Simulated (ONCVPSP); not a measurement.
**u(r) = r·R(r): atom against pseudo-atom (Au)**

Columns: radius, all-electron u(r) and pseudo u(r) of the 5d shell (level -6.90 eV) of gold in the configuration [Kr] 4d10 4f14 5s2 5p6 5d10 6s1; Wu-Cohen, scalar-relativistic, ONCV scheme, ONCVPSP 4.0.1.

```json
{"r (bohr)": "0.098", "all-electron": "0.2731", "pseudo": "0.0027"}
{"r (bohr)": "0.195", "all-electron": "-0.0102", "pseudo": "0.0200"}
{"r (bohr)": "0.292", "all-electron": "-0.3559", "pseudo": "0.0629"}
{"r (bohr)": "0.390", "all-electron": "-0.3865", "pseudo": "0.1365"}
{"r (bohr)": "0.488", "all-electron": "-0.1948", "pseudo": "0.2377"}
{"r (bohr)": "0.585", "all-electron": "0.0689", "pseudo": "0.3560"}
{"r (bohr)": "0.682", "all-electron": "0.3213", "pseudo": "0.4802"}
{"r (bohr)": "0.780", "all-electron": "0.5284", "pseudo": "0.5986"}
{"r (bohr)": "0.878", "all-electron": "0.6794", "pseudo": "0.6994"}
{"r (bohr)": "0.975", "all-electron": "0.7775", "pseudo": "0.7750"}
{"r (bohr)": "1.072", "all-electron": "0.8335", "pseudo": "0.8243"}
{"r (bohr)": "1.170", "all-electron": "0.8573", "pseudo": "0.8487"}
{"r (bohr)": "1.268", "all-electron": "0.8570", "pseudo": "0.8513"}
{"r (bohr)": "1.365", "all-electron": "0.8402", "pseudo": "0.8371"}
{"r (bohr)": "1.463", "all-electron": "0.8120", "pseudo": "0.8106"}
{"r (bohr)": "1.560", "all-electron": "0.7771", "pseudo": "0.7767"}
{"r (bohr)": "1.658", "all-electron": "0.7379", "pseudo": "0.7377"}
{"r (bohr)": "1.755", "all-electron": "0.6971", "pseudo": "0.6971"}
{"r (bohr)": "1.852", "all-electron": "0.6559", "pseudo": "0.6558"}
{"r (bohr)": "1.950", "all-electron": "0.6148", "pseudo": "0.6147"}
{"r (bohr)": "2.047", "all-electron": "0.5752", "pseudo": "0.5752"}
{"r (bohr)": "2.145", "all-electron": "0.5368", "pseudo": "0.5368"}
{"r (bohr)": "2.242", "all-electron": "0.5007", "pseudo": "0.5006"}
{"r (bohr)": "2.340", "all-electron": "0.4661", "pseudo": "0.4661"}
{"r (bohr)": "2.438", "all-electron": "0.4335", "pseudo": "0.4335"}
{"r (bohr)": "2.535", "all-electron": "0.4033", "pseudo": "0.4032"}
```

How many radial nodes do the two functions have?

The all-electron 5d function has n − l − 1 = 2; the pseudo-wave has 0, since the states of the same l below it are removed with the core.

At about which radius was the pseudo-wave matched?

1.80 bohr. The columns agree to 0.0005 from 1.56 bohr on; several derivatives are matched, so the curves merge somewhat inside the radius.

Is the pseudo-wave norm-conserving?

Yes: the ONCV scheme keeps the norm inside the radius equal to the all-electron one, which fixes the energy derivative of the logarithmic derivative at the level.
